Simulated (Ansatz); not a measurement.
`C[NH2+][Al-]([OH])([OH])[OH]`. The species carries charge 0 and has multiplicity 1.

```tsv
atom	x (Å)	y (Å)	z (Å)
C1	-1.502	-0.700	0.845
N2	-0.669	0.501	0.670
Al3	0.885	0.220	-0.562
O4	0.019	0.033	-2.041
O5	1.729	1.699	-0.303
O6	1.576	-1.202	0.128
H7	-2.331	-0.530	1.535
H8	-0.869	-1.505	1.215
H9	-1.891	-0.990	-0.130
H10	-0.305	0.821	1.562
H11	-1.222	1.266	0.295
H12	0.187	-0.712	-2.614
H13	1.912	2.290	-1.031
H14	2.481	-1.191	0.432
```

What are the harmonic wavenumbers in cm⁻¹ at PBE0-D4/def2-TZVP (Ansatz, finite differences of forces, unscaled)? (Estimate.)

The calculation gave: 52, 87, 109, 166, 182, 242, 246, 251, 260, 294, 317, 482, 629, 631, 657, 665, 701, 854, 859, 1013, 1040, 1064, 1249, 1339, 1451, 1501, 1506, 1636, 3066, 3150, 3172, 3507, 3577, 3968, 3972, 3973.

Is this a minimum?

Yes, all 36 modes are real.

Give the ideal-gas thermochemistry at 298.15 K and 1 bar (rigid rotor, harmonic oscillator; point group C1, symmetry number 1).

Zero-point energy 286.3 kJ/mol; H(298) − E = 315.8 kJ/mol; entropy 406.2 J/(mol·K), of which translation 167.4, rotation 115.6, vibration 123.2; G(298) − E = 194.7 kJ/mol. Modes under 100 cm⁻¹ are hindered rotations or soft bends, so the harmonic entropy is rough.

And at 400, 500, 600, 800 and 1000 K?


```json
{"T (K)": "400", "H − E (kJ/mol)": "332.7", "S (J/mol/K)": "454.7", "G − E (kJ/mol)": "150.8"}
{"T (K)": "500", "H − E (kJ/mol)": "351.5", "S (J/mol/K)": "496.6", "G − E (kJ/mol)": "103.2"}
{"T (K)": "600", "H − E (kJ/mol)": "372.0", "S (J/mol/K)": "533.9", "G − E (kJ/mol)": "51.6"}
{"T (K)": "800", "H − E (kJ/mol)": "416.9", "S (J/mol/K)": "598.3", "G − E (kJ/mol)": "-61.8"}
{"T (K)": "1000", "H − E (kJ/mol)": "465.7", "S (J/mol/K)": "652.7", "G − E (kJ/mol)": "-187.0"}
```
